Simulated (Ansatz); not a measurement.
Caution, from a PySCF single point (B3LYP-D3(BJ)/def2-TZVPD) at this geometry: the highest occupied level lies above zero, so the state may not be bound. This triplet is an excited state, 0.86 eV above the relaxed singlet at the level frozen-core CCSD(T)/aug-cc-pVDZ // B3LYP-D3(BJ)/def2-TZVPD (Ansatz, a quantum-chemistry and plane-wave program).

Species: CH$_{3}$BCl, SMILES `C[B-]Cl` (excited triplet) (charge -1, multiplicity 3).

Task: Give a relaxed geometry from B3LYP-D3(BJ)/def2-TZVPD (Ansatz).

Result: the end point of this relaxation (outside a Z-matrix the atoms follow the SMILES, hydrogens last).
Z-matrix (Å, degrees):
```
C
H 1 1.0962
H 1 1.1062 2 106.48
H 1 1.1062 2 106.48 3 -112.65
B 1 1.5882 2 110.38 3 123.67
Cl 5 1.8669 1 120.49 2 -179.99
```
